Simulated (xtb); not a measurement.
In(Me)3 (C3H9In), SMILES [CH3][In]([CH3])[CH3]. All values are semi-empirical tight-binding results from xtb (GFN2-xTB unless named), good for trends rather than for accurate numbers. Geometry: GFN2-xTB. The isomer is the one that the SMILES or the coordinates give; other isomers of the formula were not compared.

Optimised geometry:

```xyz
13

In    -0.0035     0.0019     0.0018
C     -1.5372    -1.6202    -0.2197
H     -1.2238    -2.3212    -0.9931
H     -2.4997    -1.1965    -0.5038
H     -1.6475    -2.1641     0.7177
C     -0.1606     1.8851    -1.2082
H      0.6226     1.9053    -1.9657
H     -0.0375     2.7539    -0.5622
H     -1.1295     1.9420    -1.7021
C      1.7117    -0.2727     1.4208
H      2.0980     0.6938     1.7419
H      2.5140    -0.8223     0.9290
H      1.3902    -0.8381     2.2947
```

A frequency run showed that this geometry is not a minimum.

For metal compounds this method's bond lengths and energies can be far off.

Computed properties:
```json
{
 "orbital_gap": "3.78 eV"
}
```

Give the atomic charges and the Wiberg bond orders between heavy atoms. (An estimate is asked for; the answer gives what the named calculation found.)

charges (e) In1 0.12, C2 -0.18, H3 0.04, H4 0.05, H5 0.05, C6 -0.18, H7 0.04, H8 0.05, H9 0.05, C10 -0.18, H11 0.05, H12 0.04, H13 0.05. Bond orders In1–C2 0.77, In1–C6 0.77, In1–C10 0.77.
